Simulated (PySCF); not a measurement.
C₇H₁₂O.
SMILES: `C=CC(=C)OC(C)C`

Torsions of this conformer, `[CH2:1]=[CH:2][C:3](=[CH2:4])[O:5][CH:6]([CH3:7])[CH3:8]`: C1–C2–C3–C4 180°, C2–C3–O5–C6 179°, C3–O5–C6–C7 157°.

The closed-shell ground state was solved at several levels (PySCF, density fitting, gas phase, non-relativistic). The structure is a single PBE0-D3(BJ)/def2-SVP conformer in the gas phase; no vibrational or solvent corrections.

```csv
level,basis functions,total energy (Eh),HOMO (eV),LUMO (eV),gap (eV),dipole (D)
PBE0/pcSseg-1,196,-348.6906,-6.34,-0.57,5.77,1.15
wB97X-D/def2-SVPD,259,-348.7968,-8.16,1.10,9.26,1.13
```

Q: What might wB97X-D/pcSseg-1 (196 basis functions) give for the same quantities?

A: Total energy -348.9906 Eh, HOMO -8.12 eV, LUMO 1.18 eV, gap 9.30 eV, dipole 1.13 D.

Q: Over all these levels, which gives the widest orbital gap and which the narrowest?

A: wB97X-D/pcSseg-1 (range-separated hybrid) has the widest, 9.30 eV, and PBE0/pcSseg-1 (global hybrid, 25 % exact exchange) the narrowest, 5.77 eV. The two share the basis. From the narrowest to the widest the HOMO moves by -1.78 eV and the LUMO by +1.75 eV.

Q: How far do the dipole and the HOMO energy spread over the levels?

A: The dipole runs from 1.13 to 1.15 D (mean 1.13 D) and the HOMO from -8.16 to -6.34 eV.

The pairwise dispersion term of wB97X-D wasn't added to the energies; at a given geometry it leaves orbitals and properties as they are.
